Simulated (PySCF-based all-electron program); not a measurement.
Si3H9N, singlet: how the functional moves the forces

Calculated with an in-house all-electron program built on PySCF, in large uncontracted Gaussian sets near the basis limit; the spin-free Dirac equation, no spin–orbit coupling, spin-restricted. Forces are good to about 0.010 eV/Å. Atoms are numbered as listed.

```
atom    x (Å)    y (Å)    z (Å)
   N   0.0000   0.0000   0.0000
  Si   1.7528   0.0000  -0.0888
   H   2.2556   0.0000  -1.5009
   H   2.2695  -1.2281   0.5893
   H   2.2695   1.2281   0.5893
  Si  -0.8764  -1.5179  -0.0888
   H  -1.1278  -1.9534  -1.5009
   H  -2.1983  -1.3514   0.5893
   H  -0.0712  -2.5795   0.5893
  Si  -0.8764   1.5179  -0.0888
   H  -1.1278   1.9534  -1.5009
   H  -0.0712   2.5795   0.5893
   H  -2.1983   1.3514   0.5893
```

Q: What forces does PBE give?

A: 

```json
{"atom": "N1", "Fx": "0.001", "Fy": "0.000", "Fz (eV/Å)": "-0.019"}
{"atom": "Si2", "Fx": "-0.028", "Fy": "0.000", "Fz (eV/Å)": "0.009"}
{"atom": "H3", "Fx": "-0.016", "Fy": "0.000", "Fz (eV/Å)": "0.031"}
{"atom": "H4", "Fx": "-0.018", "Fy": "0.032", "Fz (eV/Å)": "-0.017"}
{"atom": "H5", "Fx": "-0.018", "Fy": "-0.032", "Fz (eV/Å)": "-0.017"}
{"atom": "Si6", "Fx": "0.014", "Fy": "0.024", "Fz (eV/Å)": "0.009"}
{"atom": "H7", "Fx": "0.008", "Fy": "0.014", "Fz (eV/Å)": "0.031"}
{"atom": "H8", "Fx": "0.036", "Fy": "-0.001", "Fz (eV/Å)": "-0.017"}
{"atom": "H9", "Fx": "-0.019", "Fy": "0.031", "Fz (eV/Å)": "-0.017"}
{"atom": "Si10", "Fx": "0.014", "Fy": "-0.024", "Fz (eV/Å)": "0.009"}
{"atom": "H11", "Fx": "0.008", "Fy": "-0.014", "Fz (eV/Å)": "0.031"}
{"atom": "H12", "Fx": "-0.019", "Fy": "-0.031", "Fz (eV/Å)": "-0.017"}
{"atom": "H13", "Fx": "0.036", "Fy": "0.001", "Fz (eV/Å)": "-0.017"}
```
